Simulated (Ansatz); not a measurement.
Species: H9GaSi3, SMILES `[SiH3][Ga]([SiH3])[SiH3]` (charge 0, multiplicity 1).

Give a relaxed geometry from r2SCAN-D4/def2-TZVP (Ansatz, a program for electronic structure).

the end point of this relaxation (outside a Z-matrix the atoms follow the SMILES, hydrogens last).
Z-matrix (Å, degrees):
```
Ga
Si 1 2.4103
H 2 1.4884 1 113.35
H 2 1.4886 3 108.21 1 -126.01
H 2 1.4925 3 107.41 4 -115.66
Si 1 2.4114 2 121.43 3 -158.29
H 6 1.4880 1 114.43 2 14.04
H 6 1.4898 7 108.03 1 -124.17
H 6 1.4917 7 107.73 8 -115.51
Si 1 2.4119 2 119.90 3 23.29
H 10 1.4885 1 113.48 2 153.88
H 10 1.4888 11 108.13 1 126.09
H 10 1.4925 11 107.43 12 115.55
```
